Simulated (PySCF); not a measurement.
Identify the compound

An unknown has the formula C$_{5}$H$_{12}$O$_{2}$Si. Its calculated NMR data are:

1H NMR (300 MHz, computed): δ 4.93 (m, 1H), 4.03 (m, 1H), 3.99 (m, 1H), 3.73 (s, 3H), 3.41 (m, 1H), 3.04 (m, 1H), 1.71 (m, 1H), 1.57 (m, 1H), 1.28 (m, 1H), 0.75 (m, 1H).

13C{1H} NMR (computed): δ 74.5 (CH2), 64.3 (CH2), 53.1 (CH3), 29.0 (CH2), 15.0 (CH2).

[PySCF: GFN2-xTB geometry; σ from GIAO-PBE0/pcSseg-1; one computed conformer; gas phase; one averaged value for each set of equivalent atoms; relativity neglected]

Shifts are taken against calculated references (same method and geometry level): TMS for 1H (31.72 ppm) and 13C (186.93 ppm).

Q: Which of these isomers gave the spectra?
A. CC(C)C(=O)C[SiH2]O
B. CCO[SiH2]/C=C\OC
C. CO[C@@H]1[C@H]([SiH3])[C@@H]1OC
D. C/C=C/[SiH](OC)OC
E. CO[SiH](OC)C1CC1
F. CO[Si@H]1CCCOC1

A: F. 

1. Rings plus π bonds: 1 (1 ring in the answer).
2. 5 carbon signals for 5 carbons: no two carbons are equivalent.
3. Carbon types of the structure: 4 × CH2, 1 × CH3, leaving 1 H on heteroatoms.
4. δC 74.5: sp3 CH2 bonded to O; pulled downfield by the heteroatom.
5. δC 64.3: sp3 CH2 bonded to O and Si; pulled downfield by the heteroatom.
6. δC 53.1: methyl carbon bonded to O; deshielded by the electronegative neighbour.
7. δC 29.0: sp3 CH2 in a ring; saturated and bonded to C and H only.
8. δH 3.99, 3.04: hydrogen on an sp3 CH2 bonded to O; its carbon carries O, an electronegative neighbour.

The others: C/C=C/[SiH](OC)OC would give 4 carbon signals, not 5; CC(C)C(=O)C[SiH2]O would give 4 carbon signals, not 5; CO[C@@H]1[C@H]([SiH3])[C@@H]1OC would give 3 carbon signals, not 5; CO[SiH](OC)C1CC1 would give 3 carbon signals, not 5; CCO[SiH2]/C=C\OC would give 6 signals for carbon-bound and other non-exchanging H, not 10.

Shifts are as computed. Against solution values, carbons near 30 ppm lie about +3 ppm off and those near 130 ppm about +5 ppm. Of 1309 compounds with measured shifts, 239 miss one by over three times the rms of a fit or turn the order of signals round; such compounds aren't used in these exercises. Multiplicities follow the n + 1 count of equivalent neighbours, as no J values were calculated; m marks all less simple cases, F and P coupling included.
